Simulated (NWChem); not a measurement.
The numbers come from NWChem runs, not from measurements. System: I$_{2}$Zn, charge 0, spin multiplicity 1, displaced from the optimised geometry. The structure started from a generated list of species. Level: PBE/def2-SVP with def2 effective core potentials on I.

NWChem printed:

```
             Northwest Computational Chemistry Package (NWChem) 7.3.0
             --------------------------------------------------------

                                NWChem Input Module
                                -------------------

 Scaling coordinates for geometry "geometry" by  1.889725989
 (inverse scale =  0.529177249)

 Turning off AUTOSYM since
 SYMMETRY directive was detected!

                             Geometry "geometry" -> ""
                             -------------------------

 Output coordinates in angstroms (scale by  1.889725989 to convert to a.u.)

  No.       Tag          Charge          X              Y              Z
 ---- ---------------- ---------- -------------- -------------- --------------
    1 Zn                  30.0000     0.00000000     0.00000000     0.00000000
    2 I                   53.0000     0.00000000     0.00000000    -2.49476800
    3 I                   53.0000     0.00000000     0.00000000     2.49476800

 Effective nuclear repulsion energy (a.u.)     972.4403624061

            Nuclear Dipole moment (a.u.)
            ----------------------------
        X                 Y               Z
 ---------------- ---------------- ----------------
     0.0000000000     0.0000000000     0.0000000000

      Symmetry information
      --------------------

 Group name             D2h
 Group number             26
 Group order               8
 No. of unique centers     2

      Symmetry unique atoms

     1    2


 Summary of "ao basis" -> "" (spherical)
 ------------------------------------------------------------------------------
       Tag                 Description            Shells   Functions and Types
 ---------------- ------------------------------  ------  ---------------------
 *                          def2-svp                  on all atoms

 Summary of "ao basis" -> "ao basis" (spherical)
 ------------------------------------------------------------------------------
       Tag                 Description            Shells   Functions and Types
 ---------------- ------------------------------  ------  ---------------------
 Zn                         def2-svp                11       31   5s3p2d1f
 I                          def2-svp                10       26   4s4p2d

 Summary of "ao basis" -> "ao basis" (spherical)
 ------------------------------------------------------------------------------
       Tag                 Description            Shells   Functions and Types
[...]
     ---------------------------------

     L   x y z        total         alpha         beta         nuclear
     -   - - -        -----         -----         ----         -------
     0   0 0 0     -0.000000    -40.000000    -40.000000     80.000000

     1   1 0 0      0.000000      0.000000      0.000000      0.000000
     1   0 1 0     -0.000000     -0.000000     -0.000000      0.000000
     1   0 0 1     -0.000000     -0.000000     -0.000000      0.000000

     2   2 0 0    -50.320258    -25.160129    -25.160129      0.000000
     2   1 1 0     -0.000000     -0.000000     -0.000000      0.000000
     2   1 0 1     -0.000000     -0.000000     -0.000000      0.000000
     2   0 2 0    -50.320258    -25.160129    -25.160129      0.000000
     2   0 1 1     -0.000000     -0.000000     -0.000000      0.000000
     2   0 0 2    -53.749118   -582.520325   -582.520325   1111.291533

            General Information
            -------------------
          SCF calculation type: DFT
          Wavefunction type:  closed shell.
          No. of atoms     :     3
          No. of electrons :    80
           Alpha electrons :    40
            Beta electrons :    40
          Charge           :     0
          Spin multiplicity:     1
          Use of symmetry is: on ; symmetry adaption is: on
          Maximum number of iterations: 100
          AO basis - number of functions:    83
                     number of shells:    31
          Convergence on energy requested:  1.00D-06
          Convergence on density requested:  1.00D-05
          Convergence on gradient requested:  5.00D-04

              XC Information
              --------------
          PerdewBurkeErnzerhof Exchange Functional  1.000
            Perdew 1991 LDA Correlation Functional  1.000 local
           PerdewBurkeErnz. Correlation Functional  1.000 non-local

             Grid Information
             ----------------
          Grid used for XC integration:  xcoarse
          Radial quadrature: Mura-Knowles
          Angular quadrature: Lebedev.
          Tag              B.-S. Rad. Rad. Pts. Rad. Cut. Ang. Pts.
          ---              ---------- --------- --------- ---------
          Zn                  1.35       75           8.0       194
          I                   1.40       84          12.0       194
          Grid pruning is: on
          Number of quadrature shells:   159
          Spatial weights used:  Erf1

          Convergence Information
          -----------------------
          Convergence aids based upon iterative change in
          total energy or number of iterations.
          Levelshifting, if invoked, occurs when the
          HOMO/LUMO gap drops below (HL_TOL):  1.00D-02
          DIIS, if invoked, will attempt to extrapolate
          using up to (NFOCK): 10 stored Fock matrices.

                    Damping( 0%)  Levelshifting(0.5)       DIIS
                  --------------- ------------------- ---------------
          dE  on:    start            ASAP                start
          dE off:    2 iters        100 iters           100 iters

      Screening Tolerance Information
      -------------------------------
          Density screening/tol_rho:  1.00D-10
          AO Gaussian exp screening on grid/accAOfunc:  14
          CD Gaussian exp screening on grid/accCDfunc:  20
          XC Gaussian exp screening on grid/accXCfunc:  20
          Schwarz screening/accCoul:  1.00D-08

                            NWChem DFT Gradient Module
                            --------------------------

  charge          =   0.00
  wavefunction    = closed shell

  Using symmetry

                         DFT ENERGY GRADIENTS

    atom               coordinates                        gradient
                 x          y          z           x          y          z
   1 Zn      0.000000   0.000000   0.000000    0.000000   0.000000   0.000000
   2 I       0.000000   0.000000  -4.714428    0.000000   0.000000  -0.010850
   3 I       0.000000   0.000000   4.714428    0.000000   0.000000   0.010850

                 ----------------------------------------
                 |  Time  |  1-e(secs)   |  2-e(secs)   |
                 ----------------------------------------
                 |  CPU   |       0.02   |       1.26   |
                 ----------------------------------------
                 |  WALL  |       0.02   |       1.26   |
                 ----------------------------------------

 Task  times  cpu:        2.6s     wall:        2.6s

 Total times  cpu:        2.6s     wall:        2.6s
```

**Question.** Write an NWChem input that would produce this output.

**Answer.** One answer among several that fit: 
```
start mol
memory heap 200 mb stack 900 mb global 1100 mb
geometry units angstroms nocenter noautoz
  Zn     0.000000     0.000000     0.000000
  I      0.000000     0.000000    -2.494768
  I      0.000000     0.000000     2.494768
  symmetry group D2h
end
basis spherical
  * library def2-svp
end
ecp
  I library def2-ecp
end
dft
  xc xpbe96 cpbe96
  semidirect memsize 60000000 filesize 0
  iterations 100
  grid xcoarse
end
task dft gradient
```
